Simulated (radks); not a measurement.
Species: Pt V. Configuration: [Xe] 4f14 5d5 6p1 (not the ground configuration). Method: scalar-relativistic Kohn-Sham, LDA (Slater exchange, Perdew-Wang correlation), spin-polarised, spherical densities, finite nucleus; open shells are filled with parallel spins first (spin-orbit coupling, left out, can overturn this in heavy ions); Fermi nuclear charge, rms radius 5.427 fm; computed with a radial shooting solver on a logarithmic mesh with Libxc functionals. Some entries of the table are withheld. Estimate them.

| orbital | occ. | eigenvalue (eV) | <1/r> (bohr^-1) | <r^2> (bohr^2) |
|---|---|---|---|---|
| 1s up | 1 | -78390.67 | 93.83 | 0.0004067 |
| 1s down | 1 | -78390.64 | 93.83 | 0.0004067 |
| 2s up | 1 | -13821.51 | 22.00 | 0.006210 |
| 2s down | 1 | -13821.09 | 22.00 | 0.006210 |
| 2p up | 3 | -11995.21 | 19.66 | 0.005204 |
| 2p down | 3 | -11994.84 | 19.66 | 0.005204 |
| 3s up | 1 | -3290.220 | 8.153 | 0.04011 |
| 3s down | 1 | -3289.992 | 8.153 | 0.04011 |
| 3p up | 3 | -2758.120 | 7.461 | 0.04110 |
| 3p down | 3 | -2757.878 | 7.461 | 0.04110 |
| 3d up | 5 | -2178.943 | 7.030 | 0.03403 |
| 3d down | 5 | -2178.607 | 7.030 | 0.03403 |
| 4s up | 1 | -751.4587 | 3.492 | 0.1948 |
| 4s down | 1 | -750.9972 | 3.492 | 0.1947 |
| 4p up | 3 | -576.7978 | 3.157 | 0.2223 |
| 4p down | 3 | -576.3302 | 3.158 | 0.2222 |
| 4d up | 5 | -364.3305 | 2.826 | 0.2538 |
| 4d down | 5 | -363.7753 | 2.827 | 0.2533 |
| 5s up | 1 | -159.5879 | 1.431 | 0.9986 |
| 5s down | 1 | -156.6024 | 1.442 | 0.9873 |
| 4f up | 7 | -128.0481 | 2.390 | 0.3236 |
| 4f down | 7 | -127.2582 | 2.398 | 0.3194 |
| 5p up | 3 | -112.9344 | 1.227 | 1.309 |
| 5p down | 3 | -109.3705 | 1.238 | 1.294 |
| 5d up | 5 | -58.9192 | 0.9239 | 2.235 |
| 5d down | 0 | -54.8155 | 0.9272 | 2.245 |
| 6s up | 0 | -47.6044 | 0.6023 | 5.112 |
| 6s down | 0 | -44.1773 | 0.5883 | 5.324 |
| 6p up | 1 | -36.2070 | (1) | 7.082 |
| 6p down | 0 | -33.4130 | (2) | 7.558 |
| 6d up | 0 | -22.8434 | 0.3867 | 12.61 |
| 6d down | 0 | -21.2004 | 0.3635 | 13.99 |
| 5f up | 0 | -21.1126 | 0.4480 | 8.676 |
| 5f down | 0 | -18.5460 | 0.4016 | 10.75 |
| 7p up | 0 | -17.4650 | 0.2783 | (3) |
| 7p down | 0 | -16.6887 | 0.2677 | (4) |

Answer. 
(1) 6p up <1/r> (bohr^-1): 0.5088
(2) 6p down <1/r> (bohr^-1): 0.4896
(3) 7p up <r^2> (bohr^2): 24.83
(4) 7p down <r^2> (bohr^2): 26.79
